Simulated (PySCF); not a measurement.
Compound: cyclo-(H2SnS)3.
Structure used (PBE0-D3(BJ)/def2-SVP), in Å, numbered top down from 1:
```xyz
12
H6S3Sn3 angstrom
Sn     0.4310   -2.0961   -0.0295
H     -0.6967   -2.7088    1.1046
H      1.5959   -3.2362   -0.5399
S      1.6829   -0.2819    0.9835
Sn    -0.1668    1.0081    1.8760
H     -1.2893   -0.0625    2.6034
H      0.5059    2.1479    2.9564
S     -1.2486    2.1744    0.0507
Sn    -0.2428    1.1041   -1.8786
H      1.4429    1.3552   -1.9344
H     -1.0998    1.7692   -3.1992
S     -0.7992   -1.2562   -1.9419
```

Theory: PySCF 2.14.0, PBE0-D3(BJ)/def2-SVP geometry optimisation, gas phase, def2 core potentials past Kr.

Q: Which atoms are bound to Sn1, and at what distances?

A: 4 atoms: H3 1.708 Å, H2 1.713 Å, S12 2.424 Å, S4 2.426 Å. The nearest atom not counted as bound is Sn5, at 3.69 Å.

Q: List the angles at Sn1.

A: 
| angle | degrees | distance of the outer atoms (Å) |
| --- | --- | --- |
| H2–Sn1–H3 | 114.1 | 2.87 |
| H3–Sn1–S12 | 110.0 | 3.41 |
| S4–Sn1–S12 | 109.4 | 3.96 |
| H2–Sn1–S4 | 109.3 | 3.40 |
| H2–Sn1–S12 | 108.2 | 3.38 |
| H3–Sn1–S4 | 105.8 | 3.33 |

Q: What is the shape at Sn1?

A: Distorted tetrahedral: angles from 105.8° to 114.1°; τ4 = (360° − α − β)/141° = 0.96 with α and β the two widest (0 for a square, 1 for a tetrahedron).

Q: Give some angles away from the centre.

A: Sn1–S4–Sn5 99.1°, Sn5–S8–Sn9 101.6°, S8–Sn9–S12 110.8°.

Q: What are the rotational constants (commonest isotopes, rigid rotor)?

A: A = 437.6, B = 413.5, C = 237.3 MHz: an asymmetric top.

Point group: near Cs, missed by 0.23 Å at most; the miss may be what the optimiser left on a soft mode. Charge 0, singlet. Not checked by PBE0-D3(BJ)/def2-SVP frequencies.

One conformer stands for the species.
